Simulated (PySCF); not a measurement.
**Electron correlation in S²⁺ (sulfur, charge +2)**

[Ne] 3s1 3p3, high-spin 5S determinant (an excited configuration). Computed with PySCF 2.14 in dyall-av3z (19s12p3d2f, 84 functions), with no relativity, point nucleus. Frozen: [Ne]; 4 electrons correlated; the 23 highest virtual orbitals of each spin left out.

```tsv
level	correlation energy (mhartree)
CCSD	-33.27
(T)	-0.35
CCSD(T)	-33.62
```

Diagnostics: T1 = 0.00099, D1 = 0.0024, largest double amplitude 0.041.

Cost of the coupled-cluster step: about 2.1 core-seconds, for 4 correlated electrons.
